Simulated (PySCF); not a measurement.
**A search over the determinants of KTl**

Unrestricted PBE0; K def2-SVP, Tl def2-SVP with ECP60; scalar-relativistic core potentials (PySCF 2.14). Outer shells of the fragments: K 4s1; Tl 5d10 6s2 6p1.

Followed along the bond (rough minima from three points):

```tsv
2Ms+1	unpaired	⟨S²⟩ at the start	R at minimum (Å)	Te (eV)
1	none	0.00	3.78	0.00
3	σ ↑, π ↑	2.00	3.55	0.06
1	σ ↓, π ↑	1.00	3.67	0.23
3	σ ↑↑	2.00	none in the scan	≤ 0.52
3	π ↑↑	2.00	none in the scan	≤ 0.74
```

Solutions found at the starting distance of 3.375 Å, counted from the lowest of them; the search is not exhaustive and high or unbound solutions are not listed, so other states can lie among these:

| 2Ms+1 | unpaired | term | E (eV) | ⟨S²⟩ | ⟨Lz²⟩ | μ (D) |
| --- | --- | --- | --- | --- | --- | --- |
| 3 | σ ↑, π ↑ | ³Π | 0.00 | 2.00 | 1.00 | -5.81 |
| 1 | none | ¹Σ⁺ | 0.04 | 0.00 | 0.00 | -2.92 |
| 1 | σ ↓, π ↑ | mixed | 0.19 | 1.00 | 1.00 | -4.86 |
| 3 | π ↑↑ | ³Σ⁻ | 0.73 | 2.00 | 0.00 | -9.85 |
| 3 | σ ↑↑ | ³Σ⁺ | 0.78 | 2.00 | 0.00 | 3.74 |
| 1 | π ↑↓ | mixed | 0.92 | 1.00 | 2.01 | -9.41 |

A term symbol is given only where ⟨S²⟩ and ⟨Lz²⟩ are close to those of a pure state; real π, δ and φ orbitals otherwise mix terms. A positive dipole means K(−)Tl(+).

Question: Compare the gap between the two lowest followed solutions at the starting distance with the gap between their minima.

Answer: At PBE0 the second solution (triplet, unpaired electrons σ ↑, π ↑) lies -0.04 eV from the first (singlet, closed shell) at 3.375 Å and +0.06 eV at the minima; the two curves relax by different amounts, since their minima lie near 3.55 and 3.78 Å.

Spin–orbit coupling is left out, which matters for elements this heavy, above all for dissociation energies. Counting both spins, an empty level lies below a filled one in some of these solutions, because spin and occupation are held.
